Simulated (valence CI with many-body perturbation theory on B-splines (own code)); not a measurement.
**Eu47+: key properties**

Computed by valence CI with perturbative core correlation (CI+MBPT): six valence electrons over a frozen Dirac-Fock core [Ne], radial functions for each j: 9 s, 9 p, 8 d, 6 f, 3 g, 1 h, with the one-electron correlation potential Σ1, the two-electron term Σ2, the three-electron term Σ3, Breit, model QED; selected CI, second order for the rest, scaled by the run's own slope (own B-spline code, finite nucleus).

The last digits are not significant, and no measured levels were compared; by estimate large intervals hold to a few tenths of a per cent, small ones and those within an open d or f shell to about a per cent. Among the levels kept, up to 1100 cm⁻¹ of a level comes from second order outside the variational space, and about a tenth of that is noise between levels of different J, which matters for small intervals.

Levels are named by their leading jj configuration (3d3/2^4 stands for four electrons in 3d with j = 3/2), which in mixed levels can hold well under half, so a name can repeat and another be missing.

Rates and lifetimes use the calculated energies. Strong lines usually hold to 10 to 20 %, long lifetimes can be off by a factor of two.

What is the ground level?

(3s^2 3p1/2^2 3p3/2^2) J=2, composition 69 % 3s²3p⁴ ³P + 30 % 3s²3p⁴ ¹D, g = 1.341.

Among levels below 433.43 eV, which E1 lines absorb most strongly from the ground level?

to (3s^2 3p1/2 3p3/2^2 3d3/2) J=2 at 3.234 nm, f = 0.227; to (3s^2 3p1/2 3p3/2^2 3d3/2) J=3 at 3.285 nm, f = 0.142; to (3s^2 3p1/2 3p3/2^2 3d3/2) J=1 at 3.214 nm, f = 0.129.

Where does the other parity begin?

At (3s^2 3p1/2^2 3p3/2 3d3/2) J=2, 190.29 eV.

What are the static dipole polarisabilities of the lowest levels?

(3s^2 3p1/2^2 3p3/2^2) J=2 0.00676 (tensor 5.4e-05); (3s^2 3p1/2^2 3p3/2^2) J=0 0.00673 bohr³, of which the core gives 9.34e-05.

What is the ionisation energy?

4032.4 eV; NIST lists 4031 ± 4 eV (theoretical).

How well does LS coupling describe the low levels?

Among the lowest 20 levels the leading LS term, summed over configurations, holds 51 % on average. For single configurations the figures are 50 % in LS and 94 % in jj coupling. Terms mix most in the J = 3 level at 197.25 eV, where the leading one holds 28 %.

Name the longest-lived excited levels whose lifetime is computed, and their main decay.

(3s^2 3p1/2^2 3p3/2^2) J=0 at 15.87 eV lives 102 ms, mostly by E2 to (3s^2 3p1/2^2 3p3/2^2) J=2; (3s^2 3p1/2^2 3p3/2 3d5/2) J=4 at 231.36 eV lives 3.81 μs, mostly by M1 to (3s^2 3p1/2^2 3p3/2 3d3/2) J=3; (3s^2 3p1/2^2 3p3/2 3d3/2) J=0 at 197.05 eV lives 475 ns, mostly by E1 to (3s^2 3p1/2 3p3/2^3) J=1.
